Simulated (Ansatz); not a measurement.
`CCB(C)F` and `C[CH2][Al]([CH3])[F]` differ in one element.

Ansatz, PBE0-D4/def2-TZVP geometries, multiplicity 1. Each molecule was computed in one conformer, which needn't be the lowest.

| property | `CCB(C)F` |
| --- | --- |
| size of the dipole moment (PBE/def2-TZVPP) / D | 1.23 |
| HOMO–LUMO gap (PBE/def2-TZVPP) / eV | 5.96 |
| LUMO energy (ωB97M-V/def2-TZVPP) / eV | 1.96 |
| LUMO energy (PBE/def2-TZVPP) / eV | -0.94 |
| size of the dipole moment (ωB97M-V/def2-TZVPP) / D | 1.29 |
| HOMO energy (ωB97M-V/def2-TZVPP) / eV | -10.69 |

Give the same properties after the change, and the shifts. (Best estimate.)

The calculation gave: 
```
                                          property  `C[CH2][Al]([CH3])[F]`  shift
    size of the dipole moment (PBE/def2-TZVPP) / D                    1.82   0.59
               HOMO–LUMO gap (PBE/def2-TZVPP) / eV                    5.17  -0.79
             LUMO energy (ωB97M-V/def2-TZVPP) / eV                    1.23  -0.73
                 LUMO energy (PBE/def2-TZVPP) / eV                   -1.07  -0.13
size of the dipole moment (ωB97M-V/def2-TZVPP) / D                    1.80   0.51
             HOMO energy (ωB97M-V/def2-TZVPP) / eV                   -9.73   0.96
```

With PBE0 the HOMO rises by 0.85 eV and the LUMO falls by 0.40 eV, so the gap narrows by about 1.25 eV. PBE moves the HOMO by 0.65 eV and ωB97M-V by 0.96 eV. Dipoles are sizes alone; their direction can turn.
